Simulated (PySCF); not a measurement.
Zn(Et) (C2H5Zn), SMILES C[CH2][Zn+], charge +1.

Geometry: B3LYP-D3(BJ)/def2-SVP. The multiplicity is an assumed one; other spin states were not compared. The isomer is the one that the SMILES or the coordinates give; other isomers of the formula were not compared.

Calculation: IEF-PCM-B3LYP/def2-SVP (PySCF).

The values are the electrostatic part of the solvation free energy, E(continuum) − E(gas) at the gas-phase geometry, in a cavity of scaled van der Waals radii (PySCF's table); cavitation and dispersion terms are not included. A continuum can't describe solvent molecules that bind to the metal. In vacuum the orbital gap is 4.23 eV.

```json
[
 {"solvent": "water", "ε": "78.36", "ΔG(elec) (kcal/mol)": "-88.1", "gap (eV)": "4.78"},
 {"solvent": "dimethylsulfoxide", "ε": "46.83", "ΔG(elec) (kcal/mol)": "___", "gap (eV)": "___"},
 {"solvent": "benzene", "ε": "2.27", "ΔG(elec) (kcal/mol)": "-46.3", "gap (eV)": "4.40"}
]
```

### Question
Complete the blanks. (Estimate from the structure and the level; the computed values follow.)

### Answer

- dimethylsulfoxide, ΔG(elec) (kcal/mol): -87.1
- dimethylsulfoxide, gap (eV): 4.77
